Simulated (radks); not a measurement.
Problem. The mean radii <r> (bohr) of the occupied orbitals of an atom or ion are listed with their occupations. All-electron calculation, scalar-relativistic Kohn-Sham, LDA (Slater exchange, Perdew-Wang correlation), spin-polarised, spherical densities, point nucleus. Program: a radial shooting solver on a logarithmic mesh with Libxc functionals.

| orbital | occ. | <r> |
|---|---|---|
| 1s down | 1 | 0.02459 |
| 1s up | 1 | 0.02459 |
| 2s up | 1 | 0.1053 |
| 2s down | 1 | 0.1053 |
| 2p up | 3 | 0.09240 |
| 2p down | 3 | 0.09240 |
| 3s up | 1 | 0.2790 |
| 3s down | 1 | 0.2790 |
| 3p up | 3 | 0.2770 |
| 3p down | 3 | 0.2770 |
| 3d up | 5 | 0.2538 |
| 3d down | 5 | 0.2537 |
| 4s up | 1 | 0.6377 |
| 4s down | 1 | 0.6376 |
| 4p up | 3 | 0.6753 |
| 4p down | 3 | 0.6752 |
| 4d up | 5 | 0.7448 |
| 4d down | 5 | 0.7446 |
| 5s up | 1 | 1.520 |
| 5s down | 1 | 1.517 |
| 5p up | 3 | 1.771 |
| 5p down | 3 | 1.766 |
| 4f up | 1 | 1.113 |
| 5d up | 2 | 2.815 |

Name the element and its charge. Open shells, if any, are filled with parallel spins first.

Solution. Z = 58, cerium, charge +1: Ce+ in [Xe] 4f1 5d2. The 1s radius gives Z: for a bare nucleus <r> = (2 gamma + 1)/(2Z) with gamma = sqrt(1 - (Z/c)^2), 0.02424 bohr for Z = 58, and screening makes it slightly larger (0.02459 here). The occupations add up to 57, and the charge is Z minus that.
